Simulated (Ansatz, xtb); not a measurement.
## Isomers of C5H6FN in order of energy

10 gas-phase structures of C5H6FN, from a drawn sample of its isomers (lower ones may exist). Each was relaxed with GFN2-xTB; where two conformers were screened, the lower at r2SCAN-D4/def2-SVP is listed:

A. `C=C[C@H](F)CC#N`, a singlet
B. `N#C[C@@H]1C[C@@H]1CF`, a singlet
C. `C=C/C=N/C(=C)F`, a singlet
D. `CC/C(F)=C/C#N`, a singlet
E. `[H]/N=C1/C=CC[C@@H]1F`, a singlet
F. `C=C(F)[C@H](C)C#N`, a singlet
G. `F/C=C/C1=NCC1`, a singlet
H. `FC1=CN=CCC1`, a singlet
I. `F[C@@H]1C=NC=CC1`, a singlet
J. `FC1=CCCN=C1`, a singlet

Q: Estimate their order in r2SCAN-D4/def2-SVP energy at these geometries, lowest first.

A: Calculated order at r2SCAN-D4/def2-SVP: D (0.0), E (2.0), H (7.4), J (16.7), I (23.1), F (30.0), A (41.1), B (53.3), C (60.9), G (109.5) kJ/mol. Less than 1 kcal/mol parts D and E, so the order within that pair means little.

Energies above the lowest of each column, in kJ/mol; the last columns are at B3LYP/def2-SVP geometries and were run for some of them only (a dash: not run or not comparable):

```
structure  GFN2-xTB  HF/STO-3G  r2SCAN-D4/def2-SVP  B3LYP/def2-SVP  CCSD(T)/def2-SVP + ΔMP2/def2-TZVPP
        D      77.0        0.0                 0.0             0.0                                 0.0
        E      29.0       34.7                 2.0            13.6                                 8.5
        H       0.0        6.8                 7.4            21.4                                31.0
        J      11.0       10.5                16.7            28.5                                34.0
        I      18.1       42.0                23.1            33.8                                   –
        F      89.9       30.3                30.0            26.5                                11.1
        A     107.4       57.8                41.1               –                                   –
        B      77.5       32.7                53.3               –                                   –
        C     107.4      219.8                60.9               –                                   –
        G     113.8      124.1               109.5               –                                   –
```

CCSD(T)/def2-SVP + ΔMP2/def2-TZVPP puts D lowest of those it was run on; GFN2-xTB picks H. CCSD(T)/def2-SVP + ΔMP2/def2-TZVPP orders those it was run on as D (0.0), E (8.5), F (11.1), H (31.0), J (34.0) kJ/mol. Less than 1 kcal/mol parts E and F; H and J, so the order within those pairs means little. Flexible structures stand in one conformer each, not always the lowest. Frequencies (GFN2-xTB) were run for D, E, F, H, J alone. ΔMP2 is the change of the MP2 energy from the smaller to the larger basis.

Over these structures GFN2-xTB departs from r2SCAN-D4/def2-SVP by 27.0 kJ/mol on average once a common shift is removed. A GFN2-xTB relaxation took about 0.083 s and the r2SCAN-D4/def2-SVP energy about 1.6 s on a shared host (Ansatz 0.2.0, xtb 6.7.1).
